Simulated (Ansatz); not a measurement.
Gas-phase electronic energies from Ansatz, PBE0-D4/def2-TZVP geometries. CCSD(T)/CBS is the MP2 limit (def2-TZVPP, def2-QZVPP) plus CCSD(T) − MP2 in def2-TZVPP, frozen cores. DFT in def2-TZVPP. B3LYP here is the variant with VWN-RPA as its local correlation; programs differ in this. One conformer a species, not always the lowest.

Reaction (isomerisation): `C=C([SiH3])SS` → `CC1(S)[SiH2]S1`

```csv
level,ΔE (kcal/mol),difference from CCSD(T)/CBS
PBE-D4,-14.4,0.4
PBE0-D4,-16.2,-1.4
PBE,-14.2,0.6
r2SCAN,-15.0,-0.2
PBE0,-16.1,-1.3
B3LYP,-10.1,4.7
MP2/def2-TZVPP,-18.6,-3.8
HF/def2-QZVPP,-8.8,6.0
HF/CBS(def2),-8.8,6.0
CCSD/CBS(def2),-14.4,0.4
CCSD(T)/CBS,-14.8,0
```

Largest T1 diagnostic among the species: 0.013.

From PBE to PBE0 (25 % exact exchange), in def2-TZVPP and without D4, ΔE moves by −1.9 kcal/mol. In def2-TZVPP, CCSD(T) changes the Hartree–Fock value by −5.6 kcal/mol (the triples alone add −0.4 kcal/mol) and MP2 by −9.7 kcal/mol.
